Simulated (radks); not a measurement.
Values are calculated unless marked as measured or tabulated.
The scandium ion Sc10+, [Ne] 3s1. Level of theory: non-relativistic Kohn-Sham, PBE, spin-polarised, spherical densities, point nucleus (a radial shooting solver on a logarithmic mesh with Libxc functionals). Every spin shell is full or empty, so the densities are truly spherical. Functionals are evaluated on that one density, not self-consistently. Rank these orbital-free kinetic functionals by their error against the exact value of the orbitals, and give that value: Thomas-Fermi, von Weizsacker, TF + vW, TF + vW/9, TF + vW/5, LC94, APBEK, revAPBEK, Perdew 92, Thakkar, Pearson, LKT, DePristo-Kress, Ernzerhof.

Answer. Exact: 722.500 hartree. From best to worst, with 100 (|E| - |E exact|)/|E exact| (equal figures are ties): Thakkar +0.11, Perdew 92 -0.28, TF + vW/9 -0.30, DePristo-Kress +0.34, LC94 +0.37, Ernzerhof +0.41, APBEK +0.48, revAPBEK +0.82, Pearson -1.29, TF + vW/5 +4.98, Thomas-Fermi -6.89, LKT +30.14, von Weizsacker -40.67, TF + vW +52.44.
